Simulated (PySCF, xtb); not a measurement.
Zr(OH)2(H)2 (H4O2Zr), SMILES [OH][ZrH2][OH], multiplicity 1. One conformer was computed; it need not be the lowest.

Harmonic wavenumbers (cm⁻¹) from GFN2-xTB (xtb) at its own minimum, in rising order: 68, 125, 170, 228, 371, 381, 434, 502, 508, 512, 603, 1263, 1331, 3552, 3564.

Question: What does PBE-D3(BJ)/def2-TZVP (PySCF) give at its own minimum? (An estimate is asked for; the answer gives what the named calculation found.)

Answer: 149, 231, 252, 274, 326, 368, 504, 518, 584, 714, 728, 1606, 1635, 3834, 3836. Paired by order, the mean absolute difference is 138 cm⁻¹ and the zero-point energies are 19.5 and 22.2 kcal/mol.
